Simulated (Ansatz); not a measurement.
Ga2O2. Charge 0, multiplicity 1. Geometry PBE-D4/def2-SVP.

```xyz
4

Ga    0.7774    0.5369    1.5589
Ga   -1.0995   -0.8800   -1.1572
O    -0.3688    0.7466   -0.1348
O     0.6910   -0.4035   -0.2669
```

B3LYP takes the VWN-RPA correlation. The structure holds 1 bond(s) between oxygen atoms. The restricted singlet is unstable towards broken spin symmetry in Hartree–Fock (as tested in another run); at PBE-D4/def2-TZVP, r2SCAN-D4/def2-TZVP, r2SCANh-D4/def2-TZVP, B3LYP-D4/def2-TZVP and others this wasn't settled. Another isomer (singlet) lies 1.65 eV lower at PBE0-D4/def2-TZVP; other spin states weren't run for this one.

(1) Estimate the orbital energies around the gap (eV) in Ansatz with PBE-D4/def2-TZVP, r2SCAN-D4/def2-TZVP, r2SCANh-D4/def2-TZVP, B3LYP-D4/def2-TZVP, PBE0-D4/def2-TZVP.

Answers

(1) 
```json
{"orbital": "HOMO−9", "PBE-D4/def2-TZVP": "-19.39", "r2SCAN-D4/def2-TZVP": "-20.01", "r2SCANh-D4/def2-TZVP": "-21.32", "B3LYP-D4/def2-TZVP": "-22.22", "PBE0-D4/def2-TZVP": "-22.81"}
{"orbital": "HOMO−8", "PBE-D4/def2-TZVP": "-19.23", "r2SCAN-D4/def2-TZVP": "-19.86", "r2SCANh-D4/def2-TZVP": "-21.16", "B3LYP-D4/def2-TZVP": "-22.05", "PBE0-D4/def2-TZVP": "-22.64"}
{"orbital": "HOMO−7", "PBE-D4/def2-TZVP": "-18.83", "r2SCAN-D4/def2-TZVP": "-19.58", "r2SCANh-D4/def2-TZVP": "-20.81", "B3LYP-D4/def2-TZVP": "-21.37", "PBE0-D4/def2-TZVP": "-22.00"}
{"orbital": "HOMO−6", "PBE-D4/def2-TZVP": "-11.70", "r2SCAN-D4/def2-TZVP": "-12.14", "r2SCANh-D4/def2-TZVP": "-12.79", "B3LYP-D4/def2-TZVP": "-13.07", "PBE0-D4/def2-TZVP": "-13.47"}
{"orbital": "HOMO−5", "PBE-D4/def2-TZVP": "-10.19", "r2SCAN-D4/def2-TZVP": "-10.51", "r2SCANh-D4/def2-TZVP": "-10.95", "B3LYP-D4/def2-TZVP": "-11.07", "PBE0-D4/def2-TZVP": "-11.42"}
{"orbital": "HOMO−4", "PBE-D4/def2-TZVP": "-9.39", "r2SCAN-D4/def2-TZVP": "-9.86", "r2SCANh-D4/def2-TZVP": "-10.52", "B3LYP-D4/def2-TZVP": "-10.80", "PBE0-D4/def2-TZVP": "-11.18"}
{"orbital": "HOMO−3", "PBE-D4/def2-TZVP": "-7.09", "r2SCAN-D4/def2-TZVP": "-7.36", "r2SCANh-D4/def2-TZVP": "-7.89", "B3LYP-D4/def2-TZVP": "-8.17", "PBE0-D4/def2-TZVP": "-8.47"}
{"orbital": "HOMO−2", "PBE-D4/def2-TZVP": "-6.96", "r2SCAN-D4/def2-TZVP": "-7.34", "r2SCANh-D4/def2-TZVP": "-7.73", "B3LYP-D4/def2-TZVP": "-7.98", "PBE0-D4/def2-TZVP": "-8.09"}
{"orbital": "HOMO−1", "PBE-D4/def2-TZVP": "-5.95", "r2SCAN-D4/def2-TZVP": "-6.23", "r2SCANh-D4/def2-TZVP": "-6.66", "B3LYP-D4/def2-TZVP": "-7.00", "PBE0-D4/def2-TZVP": "-7.31"}
{"orbital": "HOMO", "PBE-D4/def2-TZVP": "-5.64", "r2SCAN-D4/def2-TZVP": "-6.04", "r2SCANh-D4/def2-TZVP": "-6.57", "B3LYP-D4/def2-TZVP": "-6.78", "PBE0-D4/def2-TZVP": "-6.88"}
{"orbital": "LUMO", "PBE-D4/def2-TZVP": "-2.25", "r2SCAN-D4/def2-TZVP": "-1.99", "r2SCANh-D4/def2-TZVP": "-1.55", "B3LYP-D4/def2-TZVP": "-1.46", "PBE0-D4/def2-TZVP": "-1.23"}
{"orbital": "LUMO+1", "PBE-D4/def2-TZVP": "-1.94", "r2SCAN-D4/def2-TZVP": "-1.81", "r2SCANh-D4/def2-TZVP": "-1.55", "B3LYP-D4/def2-TZVP": "-1.41", "PBE0-D4/def2-TZVP": "-1.14"}
{"orbital": "LUMO+2", "PBE-D4/def2-TZVP": "-1.81", "r2SCAN-D4/def2-TZVP": "-1.68", "r2SCANh-D4/def2-TZVP": "-1.40", "B3LYP-D4/def2-TZVP": "-1.30", "PBE0-D4/def2-TZVP": "-1.06"}
{"orbital": "LUMO+3", "PBE-D4/def2-TZVP": "-1.18", "r2SCAN-D4/def2-TZVP": "-0.96", "r2SCANh-D4/def2-TZVP": "-0.51", "B3LYP-D4/def2-TZVP": "-0.21", "PBE0-D4/def2-TZVP": "0.05"}
{"orbital": "LUMO+4", "PBE-D4/def2-TZVP": "-0.68", "r2SCAN-D4/def2-TZVP": "-0.46", "r2SCANh-D4/def2-TZVP": "-0.20", "B3LYP-D4/def2-TZVP": "-0.19", "PBE0-D4/def2-TZVP": "0.11"}
{"orbital": "LUMO+5", "PBE-D4/def2-TZVP": "-0.05", "r2SCAN-D4/def2-TZVP": "0.38", "r2SCANh-D4/def2-TZVP": "0.62", "B3LYP-D4/def2-TZVP": "0.48", "PBE0-D4/def2-TZVP": "0.70"}
```
